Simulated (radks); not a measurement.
All-electron atom: Sr XXXII in [He] 2s2 2p3 (the NIST ground configuration). Calculated with a radial shooting solver on a logarithmic mesh with Libxc functionals: scalar-relativistic Kohn-Sham, PBE, spin-polarised, spherical densities, finite nucleus; open shells are filled with parallel spins first (spin-orbit coupling, left out, can overturn this in heavy ions); Fermi nuclear charge, rms radius 4.224 fm.

Radial electron density D(r) = 4 pi r^2 rho(r):

```
   r/bohr * D(r) (the largest magnitude, 45.4, reaches the edge; | marks zero)
 0.002346 |  *
 0.002842 |    *
 0.003444 |     *
 0.004173 |        *
 0.005056 |           *
 0.006127 |               *
 0.007423 |                   *
 0.008995 |                         *
   0.0109 |                                *
  0.01321 |                                       *
    0.016 |                                             *
  0.01939 |                                                   *
  0.02349 |                                                      *
  0.02846 |                                                      *
  0.03449 |                                                  *
  0.04179 |                                            *
  0.05063 |                                     *
  0.06135 |                                *
  0.07434 |                               *
  0.09007 |                                   *
   0.1091 |                                       *
   0.1322 |                                       *
   0.1602 |                                 *
   0.1942 |                       *
   0.2352 |            *
    0.285 |    *
   0.3454 |*
   0.4185 *
   0.5071 *
```

D(r) has 2 maxima, at r = 0.0259, 0.123 bohr, and minima at 0.0697 bohr, inside which lie 2.24 electrons.
